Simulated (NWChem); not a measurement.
Excited singlets of H2S2Si by symmetry

```xyz
5

Si     0.4343     0.9224     0.0000
S      1.3779    -1.0413     0.0000
H      0.2833    -1.8621     0.0000
S     -1.6401     0.2559     0.0000
H     -2.1686     1.5147     0.0000
```
Charge 0, spin multiplicity 1.

The numbers come from NWChem runs, not from measurements. Structure: optimised with PBE/def2-SVP, a minimum by its harmonic frequencies. It is one conformer; others weren't searched.

Basis set: def2-SVPD. Symmetry labels belong to the abelian group Cs used in the runs, with the axes of the coordinates shown. Entries are the lowest vertical excitation energy of each symmetry in eV (for CIS and TDDFT among the lowest few roots); a state of one symmetry need not have the same character in every method. Symmetries that some method's roots don't reach, or where a double excitation leads the EOM-CCSD root, are left out.

The correlated methods keep 15 core orbitals frozen. B3LYP has NWChem's definition, with VWN1-RPA local correlation. The structure started from a generated list of species. No row is a measurement; the coupled-cluster row has its own basis-set and correlation limits.

```
method           a"    a'
-------------  ----  ----
CIS            4.11  5.75
TD-PBE         3.74  4.11
TD-B3LYP        ___   ___
TDA-BHandHLYP  4.01  4.92
EOM-CCSD       3.95  4.67
```

**Question.** Fill in the missing entries.

**Answer.** 
- TD-B3LYP, a": 3.80
- TD-B3LYP, a': 4.36
